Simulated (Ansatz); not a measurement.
Basis-set extrapolation for `O[SiH]([SiH3])[O][AlH2]` (PBE0-D4/def2-TZVP geometry, frozen core, the Gaussian-basis code of Ansatz). Multiplicity 1, RHF reference.

```
                      def2-TZVPP   def2-QZVPP
                 HF  -973.836072  -973.869734
    MP2 correlation    -0.800517    -0.864458
CCSD(T) correlation    -0.881474      not run
```

Energies in hartree. Use E(X) = E(∞) + A·exp(−7.88·√X) for Hartree–Fock and E(X) = E(∞) + B·X^(−2.97) for correlation, with X = 3 and 4, and add CCSD(T) minus MP2 of the smaller set to the MP2 limit.

Problem. What is the CCSD(T) energy at the basis-set limit?

Solution. HF limit: -973.869734 + (-0.033662) × 0.13774 = -973.87437. MP2 limit: -0.864458 + (-0.063941) × 0.74074 = -0.91182. Higher-order term: -0.881474 − (-0.800517) = -0.08096. Total: -974.86715 hartree, 93.9 kcal/mol below CCSD(T)/def2-TZVPP.
